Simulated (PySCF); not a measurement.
# `C#Cc1pc(C)oc1C1CC1`: 4 charge schemes on one density

C9H9OP.
Cartesian coordinates in Å at the GFN2-xTB level; atoms count from 1:
```
atom  x, y, z in Å
C1    -2.088    3.288    0.267
C2    -1.188    2.505    0.119
C3    -0.112    1.622   -0.061
P4     1.559    2.122   -0.446
C5     1.971    0.457   -0.443
C6     3.300   -0.167   -0.696
O7     0.958   -0.390   -0.180
C8    -0.198    0.256    0.032
C9    -1.396   -0.537    0.331
C10   -1.268   -1.810    1.129
C11   -1.584   -1.881   -0.327
H12   -2.878    3.964    0.399
H13    4.035    0.606   -0.899
H14    3.248   -0.845   -1.550
H15    3.621   -0.747    0.170
H16   -2.272    0.078    0.491
H17   -2.045   -2.038    1.842
H18   -0.278   -2.098    1.447
H19   -2.581   -2.157   -0.631
H20   -0.808   -2.216   -0.998
```

Density: PBE0/pcSseg-1 (PySCF); schemes: Mulliken, IAO, Hirshfeld and ESP-fitted. Geometry: GFN2-xTB, one conformer, isolated molecule.

Atoms with like bonding are taken together and averaged. Do the Mulliken, IAO, Hirshfeld and ESP-fitted schemes agree on where the charge is lowest?

The schemes don't all agree: Mulliken C3 (-0.646); IAO C6 (-0.430); Hirshfeld C6 (-0.123); ESP-fitted C6 (-0.734).

At which atom do the 4 schemes differ most?

At C3: from -0.646 (Mulliken) to +0.111 e (ESP-fitted), 0.757 e apart.

What partial charge does each atom carry?

In e; atoms taken as equivalent share a row and are averaged (×n: the atom named and its like, n in all):

```tsv
atom	environment	Mulliken	IAO	Hirshfeld	ESP-fitted
C1	terminal alkyne carbon	-0.418	-0.251	-0.117	-0.450
C2	alkyne carbon	+0.474	-0.023	-0.054	+0.046
C3	substituted aromatic carbon	-0.646	-0.288	-0.095	+0.111
P4	phosphorus bonded to 2 C	+0.458	+0.284	+0.041	-0.144
C5	substituted aromatic carbon	-0.275	-0.043	+0.017	+0.194
C6	benzylic-type carbon	-0.140	-0.430	-0.123	-0.734
O7	furan-type oxygen	-0.379	-0.222	-0.034	+0.084
C8	substituted aromatic carbon	+0.406	+0.209	+0.082	-0.221
C9	benzylic-type carbon	-0.273	-0.150	-0.044	+0.031
C10/C11	three-membered-ring carbon	-0.170	-0.285	-0.085	-0.292
H12	alkyne hydrogen	+0.039	+0.202	+0.090	+0.304
H13/H14/H15	methyl hydrogen	+0.136	+0.162	+0.052	+0.223
H16	methine hydrogen	+0.138	+0.171	+0.053	+0.129
H17/H19	methylene hydrogen	+0.136	+0.156	+0.053	+0.150
H18/H20	methylene hydrogen	+0.138	+0.156	+0.046	+0.132
```

Mean size of the charges over all atoms: Mulliken 0.247 e, ESP-fitted 0.213 e, IAO 0.198 e, Hirshfeld 0.064 e. Each set sums to the total charge, 0, to within 0.001 e. The ESP scheme is a least-squares fit of atom-centred charges to the potential on four shells outside the van der Waals surface, with the total charge fixed.

Some averages cover members that differ in this geometry: H13/H14/H15, ESP-fitted +0.207 to +0.252 e.

How many electrons does the IAO scheme count on C3?

Z − q = 6 − (-0.288) = 6.288.

How closely do the schemes follow one another over all atoms?

Correlation coefficient and root-mean-square difference: IAO with Hirshfeld 0.95, 0.152 e; Mulliken with IAO 0.77, 0.188 e; Hirshfeld with ESP-fitted 0.69, 0.221 e; Mulliken with Hirshfeld 0.65, 0.254 e; IAO with ESP-fitted 0.64, 0.209 e; Mulliken with ESP-fitted 0.19, 0.355 e.

Sum the charges by element, for elements with more than one atom.

```csv
element,atoms,Mulliken,IAO,Hirshfeld,ESP-fitted
C,9,-1.211,-1.545,-0.503,-1.606
H,9,+1.132,+1.483,+0.496,+1.667
```
